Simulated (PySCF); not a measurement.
ClH6NOSi2, SMILES O[Si@@H](N[SiH3])Cl. Geometry optimised at PBE-D3(BJ)/def2-SVP. The structure was generated by enumeration; whether it is a known compound was not checked. The values are those of a single conformer.

Give the equilibrium geometry at PBE-D3(BJ)/def2-SVP (PySCF confirms it by a frequency run) as Cartesian coordinates in Å. (Estimate from the structure and the level; the computed values follow.)

One answer among several that fit: 
```xyz
11

O     -1.7999    -0.8969     1.2995
Si    -0.3111    -0.1999     1.0176
Cl    -0.4970     1.6947     0.1532
N      0.6637    -1.0669    -0.1237
Si     1.3550    -0.5032    -1.6489
H     -2.3169    -1.0984     0.4985
H      0.2760    -0.0679     2.3798
H      0.9110    -2.0284     0.1333
H      2.1297    -1.6729    -2.1929
H      2.2877     0.6611    -1.4679
H      0.2991    -0.1175    -2.6474
```
